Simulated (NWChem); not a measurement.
All runs are NWChem calculations. System: H₂BO₃ (-1), charge -1, spin multiplicity 1, at a geometry optimised with PBE/def2-SVP. The structure started from a generated list of species. Level: RHF/def2-SVPD.

The NWChem input:

```
start mol
memory heap 200 mb stack 800 mb global 1000 mb
charge -1
geometry units angstroms nocenter noautoz
  O      0.000000     0.000000    -1.502063
  B      0.000000     0.000000    -0.217502
  O     -0.048123     1.206288     0.633154
  O      0.048123    -1.206288     0.633154
  H      0.348462     0.954011     1.486775
  H     -0.348462    -0.954011     1.486775
  symmetry group C2
end
basis spherical
  * library def2-svpd
end
scf
  rhf
  nopen 0
  maxiter 100
  thresh 1e-7
  semidirect memsize 60000000 filesize 0
end
task scf energy
```

Part of the output:

```
             Northwest Computational Chemistry Package (NWChem) 7.3.0
             --------------------------------------------------------

                                NWChem Input Module
                                -------------------

 Scaling coordinates for geometry "geometry" by  1.889725989
 (inverse scale =  0.529177249)

 Turning off AUTOSYM since
 SYMMETRY directive was detected!

                             Geometry "geometry" -> ""
                             -------------------------

 Output coordinates in angstroms (scale by  1.889725989 to convert to a.u.)

  No.       Tag          Charge          X              Y              Z
 ---- ---------------- ---------- -------------- -------------- --------------
    1 O                    8.0000     0.00000000     0.00000000    -1.50206300
    2 B                    5.0000     0.00000000     0.00000000    -0.21750200
    3 O                    8.0000    -0.04812300     1.20628800     0.63315400
    4 O                    8.0000     0.04812300    -1.20628800     0.63315400
    5 H                    1.0000     0.34846200     0.95401100     1.48677500
    6 H                    1.0000    -0.34846200    -0.95401100     1.48677500

 Effective nuclear repulsion energy (a.u.)     104.6980653246

            Nuclear Dipole moment (a.u.)
            ----------------------------
        X                 Y               Z
 ---------------- ---------------- ----------------
     0.0000000000     0.0000000000     0.0000000000

      Symmetry information
      --------------------

 Group name             C2
 Group number              4
 Group order               2
 No. of unique centers     4

      Symmetry unique atoms

     1    2    3    5


 Summary of "ao basis" -> "" (spherical)
 ------------------------------------------------------------------------------
       Tag                 Description            Shells   Functions and Types
 ---------------- ------------------------------  ------  ---------------------
 *                         def2-svpd                  on all atoms

 Summary of "ao basis" -> "ao basis" (spherical)
[...]
  ----- ------------  ---------------      ----- ------------  ---------------
     6      0.548060  1 O  py                 9      0.406637  1 O  py
     5      0.157733  1 O  px

 Vector   17  Occ=0.000000D+00  E= 1.992323D-01  Symmetry=a
              MO Center= -7.1D-15, -8.2D-15,  1.1D+00, r^2= 1.2D+01
   Bfn.  Coefficient  Atom+Function         Bfn.  Coefficient  Atom+Function
  ----- ------------  ---------------      ----- ------------  ---------------
    27      5.200440  2 B  s                 26      4.852941  2 B  s
     4     -3.734167  1 O  s                 47     -3.131332  3 O  s
    70     -3.131332  4 O  s                 56      1.019023  3 O  pz
    79      1.019023  4 O  pz                43     -0.548266  2 B  d  2
    55      0.527515  3 O  py                78     -0.527515  4 O  py

 Vector   18  Occ=0.000000D+00  E= 2.552011D-01  Symmetry=a
              MO Center=  3.0D-16, -1.6D-16,  1.4D-01, r^2= 1.4D+01
   Bfn.  Coefficient  Atom+Function         Bfn.  Coefficient  Atom+Function
  ----- ------------  ---------------      ----- ------------  ---------------
     4     10.576681  1 O  s                 27     -5.352569  2 B  s
    26     -3.570063  2 B  s                 41     -2.856589  2 B  d  0
    33      2.693538  2 B  pz                56      2.465292  3 O  pz
    79      2.465292  4 O  pz                13      1.967960  1 O  pz
    91     -1.157061  5 H  s                 99     -1.157061  6 H  s

 Vector   19  Occ=0.000000D+00  E= 2.745509D-01  Symmetry=b
              MO Center=  7.8D-13,  7.5D-14,  1.8D+00, r^2= 1.1D+01
   Bfn.  Coefficient  Atom+Function         Bfn.  Coefficient  Atom+Function
  ----- ------------  ---------------      ----- ------------  ---------------
    47      1.656378  3 O  s                 70     -1.656378  4 O  s
    55     -1.541834  3 O  py                78     -1.541834  4 O  py
    56     -1.281552  3 O  pz                79      1.281552  4 O  pz
    32     -1.166234  2 B  py                91      1.033610  5 H  s
    99     -1.033610  6 H  s                 12     -0.635057  1 O  py

 center of mass
 --------------
 x =   0.00000000 y =   0.00000000 z =  -0.09814511

 moments of inertia (a.u.)
 ------------------
         364.632628547627           4.238637545612           0.000000000000
           4.238637545612         192.989231606960           0.000000000000
           0.000000000000           0.000000000000         173.920554729057

  Mulliken analysis of the total density
  --------------------------------------

    Atom       Charge   Shell Charges
 -----------   ------   -------------------------------------------------------
    1 O    8     9.03   1.99  1.05  0.73  0.31  2.81  1.88  0.25  0.01  0.01
    2 B    5     3.75   1.99  0.70 -0.45 -0.08  1.43 -0.19  0.26  0.08
    3 O    8     8.77   1.99  1.06  0.70  0.15  2.83  1.86  0.18  0.01  0.00
    4 O    8     8.77   1.99  1.06  0.70  0.15  2.83  1.86  0.18  0.01  0.00
    5 H    1     0.84   0.71  0.04  0.07  0.03
    6 H    1     0.84   0.71  0.04  0.07  0.03

       Multipole analysis of the density wrt the origin
       ------------------------------------------------

     L   x y z        total         open         nuclear
     -   - - -        -----         ----         -------
     0   0 0 0     -1.000000      0.000000     31.000000

     1   1 0 0     -0.000000      0.000000      0.000000
     1   0 1 0     -0.000000      0.000000      0.000000
     1   0 0 1      2.384606      0.000000      0.000000

     2   2 0 0    -18.481825      0.000000      0.999558
     2   1 1 0      1.084179      0.000000     -0.942511
     2   1 0 1      0.000000      0.000000      0.000000
     2   0 2 0    -25.372826      0.000000     89.642163
     2   0 1 1      0.000000      0.000000      0.000000
     2   0 0 2    -23.604967      0.000000    103.993768

 Task  times  cpu:        6.2s     wall:        6.2s

 Total times  cpu:        6.2s     wall:        6.2s
```
